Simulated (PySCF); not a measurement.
SMILES C#C[SiH2][SiH2]C#C (C4H6Si2) (GFN2-xTB optimised geometry):

```
12

C      2.119    -2.868     0.732
C      1.758    -1.758     0.443
Si     1.158    -0.064     0.000
Si    -1.158    -0.064     0.000
C     -1.759     1.688     0.000
C     -2.118     2.835     0.001
H      2.443    -3.837     0.987
H      1.755     0.848     0.987
H      1.749     0.243    -1.312
H     -1.749    -0.692    -1.191
H     -1.756    -0.696     1.185
H     -2.443     3.837     0.001
```

Method: CAM-B3LYP/def2-TZVP (PySCF).

### Question
What are the frontier orbital energies and the dipole moment?

### Answer
HOMO-2 -9.66 eV, HOMO-1 -9.63 eV, HOMO -9.13 eV, LUMO 0.55 eV, LUMO+1 0.69 eV; dipole moment 0.05 D.

On the same geometry PySCF 2.14.0 with PBE/def2-TZVP gives HOMO-2 -7.10 eV, HOMO-1 -7.07 eV, HOMO -6.72 eV, LUMO -1.49 eV, LUMO+1 -1.32 eV; dipole moment 0.06 D.

Meta-Löwdin charges at CAM-B3LYP/def2-TZVP: C1 -0.16, C2 -0.29, Si3 0.43, Si4 0.43, C5 -0.29, C6 -0.16, H7 0.17, H8 -0.08, H9 -0.08, H10 -0.08, H11 -0.08, H12 0.17.
